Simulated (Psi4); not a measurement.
Level of theory: Psi4 1.11 with SAPT0/jun-cc-pVDZ, frozen core.

Psi4 input:

```
molecule {
0 1
N 0.54545353 -0.00000000 -0.00000000
N -0.54545353 0.00000000 0.00000000
--
0 1
Cl -2.86581595 -1.07613677 -2.34505746
B -3.01622769 0.25547760 -3.46314197
Cl -3.70169438 -0.00810590 -5.04633492
Cl -2.48502316 1.85119126 -2.99680667
units angstrom
symmetry c1
no_reorient
no_com
}
set basis jun-cc-pvdz
set scf_type df
set freeze_core true
energy('sapt0')
```

Part of the output:

```
    SAPT Results
  --------------------------------------------------------------------------------------------------------
    Electrostatics                 -0.41536449 [mEh]      -0.26064515 [kcal/mol]      -1.09053931 [kJ/mol]
      Elst10,r                     -0.41536449 [mEh]      -0.26064515 [kcal/mol]      -1.09053931 [kJ/mol]

    Exchange                        1.75688359 [mEh]       1.10246110 [kcal/mol]       4.61269724 [kJ/mol]
      Exch10                        1.75688359 [mEh]       1.10246110 [kcal/mol]       4.61269724 [kJ/mol]
      Exch10(S^2)                   1.75405888 [mEh]       1.10068857 [kcal/mol]       4.60528097 [kJ/mol]

    Induction                      -0.13907944 [mEh]      -0.08727366 [kcal/mol]      -0.36515301 [kJ/mol]
      Ind20,r                      -0.45054603 [mEh]      -0.28272190 [kcal/mol]      -1.18290844 [kJ/mol]
      Exch-Ind20,r                  0.43371870 [mEh]       0.27216259 [kcal/mol]       1.13872829 [kJ/mol]
      delta HF,r (2)               -0.12225211 [mEh]      -0.07671435 [kcal/mol]      -0.32097286 [kJ/mol]

    Dispersion                     -1.27811174 [mEh]      -0.80202723 [kcal/mol]      -3.35568192 [kJ/mol]
      Disp20                       -1.38849948 [mEh]      -0.87129658 [kcal/mol]      -3.64550488 [kJ/mol]
      Exch-Disp20                   0.11038774 [mEh]       0.06926935 [kcal/mol]       0.28982296 [kJ/mol]
      Disp20 (SS)                  -0.69424974 [mEh]      -0.43564829 [kcal/mol]      -1.82275244 [kJ/mol]
      Disp20 (OS)                  -0.69424974 [mEh]      -0.43564829 [kcal/mol]      -1.82275244 [kJ/mol]
      Exch-Disp20 (SS)              0.05574663 [mEh]       0.03498154 [kcal/mol]       0.14636275 [kJ/mol]
      Exch-Disp20 (OS)              0.05464111 [mEh]       0.03428781 [kcal/mol]       0.14346021 [kJ/mol]

  Total HF                          1.20243967 [mEh]       0.75454228 [kcal/mol]       3.15700492 [kJ/mol]
  Total SAPT0                      -0.07567207 [mEh]      -0.04748494 [kcal/mol]      -0.19867700 [kJ/mol]
```
